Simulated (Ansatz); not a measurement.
System: C3H10O2Si (charge 0, singlet). 
Structure (B3LYP-D3(BJ)/def2-TZVP (Ansatz, a program for electronic structure) minimum search):
SMILES: CO[SiH2]CCO
```xyz
16

C      3.2394    -0.3270    -0.0872
O      1.8970    -0.1228    -0.4929
Si     0.6174    -0.1495     0.5441
C     -0.9148     0.1704    -0.4770
C     -2.2053     0.1823     0.3187
O     -3.2848     0.4357    -0.5812
H      3.5571     0.4325     0.6347
H      3.3733    -1.3162     0.3628
H      3.8752    -0.2566    -0.9695
H      0.5426    -1.4675     1.2321
H      0.7902     0.8872     1.5983
H     -0.7949     1.1302    -0.9876
H     -0.9763    -0.5951    -1.2559
H     -2.1670     0.9589     1.0931
H     -2.3500    -0.7819     0.8224
H     -4.1083     0.4447    -0.0820
```

Atomisation energy built up term by term with Ansatz (kcal/mol; UHF references for open shells; valence terms freeze the core; atomic spin-orbit terms are left out). CBS marks a two-point X^-3 extrapolation of the correlation energy; Hartree-Fock from the larger set.

| term | basis | kcal/mol |
|---|---|---|
| Hartree-Fock | cc-pV(Q+d)Z | 1057.44 |
| CCSD correlation | CBS(cc-pV(T+d)Z,cc-pV(Q+d)Z) | 361.63 |
| (T) | CBS(cc-pV(T+d)Z,cc-pV(Q+d)Z) | 20.76 |
| core correlation | cc-pwCVTZ | 4.00 |
| scalar relativity (X2C) | cc-pVTZ-DK against cc-pVTZ | -1.85 |
| sum: De |  | 1442.0 |

(T) makes 1.4 % of the CCSD(T) atomisation energy; under 5 % is typical of single-reference molecules.
